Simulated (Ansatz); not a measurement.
Consider the ligand exchange at a B–C bond: `BC1[SiH2]S1` + `N[SiH2][SiH3]` → `BN[SiH2][SiH3]` + `C1[SiH2]S1`.

Gas-phase electronic energies from Ansatz, PBE0-D4/def2-TZVP geometries. CBS: MP2 limit from def2 TZ/QZ plus the TZ coupled-cluster correction, frozen cores. This one scheme is used for every species. DFT in def2-TZVPP. One conformer a species, not always the lowest.

`BC1[SiH2]S1`:

Cartesian coordinates in Å:
```
B -0.224 0.282 1.383
C -0.600 -0.540 0.177
Si 0.524 0.097 -1.205
S -1.541 0.170 -1.260
H -0.367 1.470 1.382
H 0.303 -0.263 2.310
H -0.630 -1.627 0.204
H 1.286 1.348 -1.022
H 1.250 -0.937 -1.969
```

`N[SiH2][SiH3]`:

```xyz
10

N    -0.608    1.425    0.896
Si   -0.100    0.666   -0.567
Si    0.601   -1.513   -0.075
H    -1.265    0.954    1.498
H    -0.763    2.421    0.912
H     1.026    1.470   -1.117
H    -1.133    0.588   -1.648
H    -0.479   -2.247    0.644
H     1.814   -1.512    0.787
H     0.906   -2.252   -1.331
```

`BN[SiH2][SiH3]`:

Z-matrix (Å, degrees):
```
Si
N 1 1.751
Si 1 2.344 2 111.0
H 1 1.490 2 109.6 3 120.2
H 1 1.483 2 107.1 3 -121.4
B 2 1.399 1 126.8 3 114.5
H 2 1.011 1 116.5 3 -63.9
H 3 1.488 1 110.6 2 -63.2
H 3 1.488 1 110.5 2 176.0
H 3 1.490 1 109.9 2 56.4
H 6 1.198 2 119.0 1 1.3
H 6 1.198 2 119.6 1 -178.7
```

`C1[SiH2]S1`:

Cartesian coordinates in Å:
```
C -0.341 0.876 0.023
Si 0.201 -0.880 -0.059
S 1.459 0.700 0.464
H -0.954 1.214 0.853
H -0.505 1.435 -0.893
H 0.375 -1.522 -1.380
H -0.236 -1.822 0.993
```

Is it downhill or uphill in electronic energy at CCSD(T)/CBS, and by how much? (An estimate is asked.)

The calculation gave: Downhill: ΔE = -98.9 kJ/mol.

What do these levels give: PBE, r2SCAN0, CCSD(T)/def2-SVP, HF/def2-TZVPP, SCS-MP2/def2-TZVPP, MP2/def2-QZVPP? (An estimate is asked.)

Computed: PBE -96.9, r2SCAN0 -98.0, CCSD(T)/def2-SVP -116.7, HF/def2-TZVPP -110.8, SCS-MP2/def2-TZVPP -102.1, MP2/def2-QZVPP -96.6 kJ/mol.

Largest T1 diagnostic among the species: 0.013.

At CCSD(T), def2-SVP lies −17.7 kJ/mol from the extrapolated value and def2-TZVPP −2.7 kJ/mol. Leaving LDA and LC-ωPBE aside and taking each functional with its dispersion term where it has one, the values, not all of them listed here, spread over 10.9 kJ/mol, from CAM-B3LYP-D4 to revPBE-D4. In def2-TZVPP, CCSD(T) changes the Hartree–Fock value by +9.1 kJ/mol (the triples alone add +1.5 kJ/mol) and MP2 by +12.6 kJ/mol.
